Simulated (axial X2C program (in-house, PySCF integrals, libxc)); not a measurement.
Potential curves of VN, with spin–orbit coupling

Computed with an in-house relativistic program for diatomic molecules. Two-component (2c) means X2C with spin–orbit coupling and atomic mean-field two-electron Coulomb and Gaunt terms. Basis: V dyall-cv3z [10s10p6d4f2g], N dyall-av3z [7s7p3d2f] (cores contracted in-house); Gaussian nuclei, density fitting, unrestricted open shells. Masses: V 50.944 u, N 14.003 u.

State: Ω = 1 (⟨Sz⟩ = -1.00, ⟨Lz⟩ = 2.00 at BP86). Energies in eV from the lowest point of each curve. Fits are polynomials in 1 − R0/R over 0.85 to 1.23 times the lowest point R0.

```json
{"R (Å)": "1.3285", "BP86": "1.7705"}
{"R (Å)": "1.3896", "BP86": "0.8288"}
{"R (Å)": "1.4354", "BP86": "0.3843"}
{"R (Å)": "1.4812", "BP86": "0.1194"}
{"R (Å)": "1.5270", "BP86": "0.0000"}
{"R (Å)": "1.5804", "BP86": "0.0058"}
{"R (Å)": "1.6339", "BP86": "0.1306"}
{"R (Å)": "1.7026", "BP86": "0.4114"}
{"R (Å)": "1.7866", "BP86": "0.8570"}
{"R (Å)": "1.9087", "BP86": "1.5439"}
```

One determinant describes the state; a PBE0 search over occupations chose it and may have missed a lower one. Density functionals use the spin component along the axis (collinear). Other states lie close and PBE0, whose exact exchange favours high spin, may order them wrongly; the determinant shown need not be the ground state. The nearest other 2c determinant of the search, Ω = 3, lies 0.04 eV up at the distance of the search. The functionals have no current-density term, which raises determinants with orbital currents, atoms included. With several unpaired electrons one determinant need not be a pure state. At some level and bond length an empty orbital lies below a filled one. The determinant is spin-polarised beyond a pure state at some levels (its spin-free form has ⟨S²⟩ too high), which makes Re and μ there less reliable.

What are Re and ωe at the BP86 level?

At BP86, 2c: Re = 1.551 Å, ωe ≈ 1100 cm⁻¹; Be follows as 0.638 cm⁻¹.
